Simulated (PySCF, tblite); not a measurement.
Isomers of C2H12OSi4. Computed values, GFN2-xTB/tblite, gas phase, harmonic and unscaled. Errors from tens to a few hundred cm⁻¹ against measured bands are possible. Modes of hydrogen on silicon can be 10 to 20 % off. One conformer each.

Electronic energies: PBE0/pcSseg-1 single points on the GFN2-xTB geometries (PySCF, gas phase).

```json
{"SMILES": "O=CC[SiH2][SiH2][SiH2][SiH3]", "electronic energy, lowest = 0 (kJ/mol)": "0.0"}
{"SMILES": "C[Si]([SiH3])([SiH3])[SiH2]C=O", "electronic energy, lowest = 0 (kJ/mol)": "4.6"}
{"SMILES": "COC[SiH]1[SiH2][SiH2][SiH2]1", "electronic energy, lowest = 0 (kJ/mol)": "8.0"}
```

Q: How do GFN2-xTB zero-point energies change the relative energies?

A: 
```
                        SMILES  ZPE (kJ/mol)  of it from modes above 1550 cm⁻¹  electronic (kJ/mol)  with ZPE, lowest = 0 (kJ/mol)  lowest mode (cm⁻¹)  rings
  O=CC[SiH2][SiH2][SiH2][SiH3]         312.0                             179.5                  0.0                            0.0                 13i      0
C[Si]([SiH3])([SiH3])[SiH2]C=O         312.7                             186.9                  4.6                            5.3                  17      0
  COC[SiH]1[SiH2][SiH2][SiH2]1         326.4                             177.0                  8.0                           22.3                  42      1
```

The zero-point energies span 14.4 kJ/mol, from `O=CC[SiH2][SiH2][SiH2][SiH3]` to `COC[SiH]1[SiH2][SiH2][SiH2]1`. Slightly imaginary modes are left out of the zero-point energy: `O=CC[SiH2][SiH2][SiH2][SiH3]` 13.1i cm⁻¹. The order is unchanged.

Q: And how do the electronic energies of GFN2-xTB itself compare?

A: `O=CC[SiH2][SiH2][SiH2][SiH3]` 0.0; `C[Si]([SiH3])([SiH3])[SiH2]C=O` 75.4; `COC[SiH]1[SiH2][SiH2][SiH2]1` 77.0 kJ/mol, lowest = 0. Against the energies above, taken from the same isomer `O=CC[SiH2][SiH2][SiH2][SiH3]`, the largest difference is 70.8 kJ/mol.
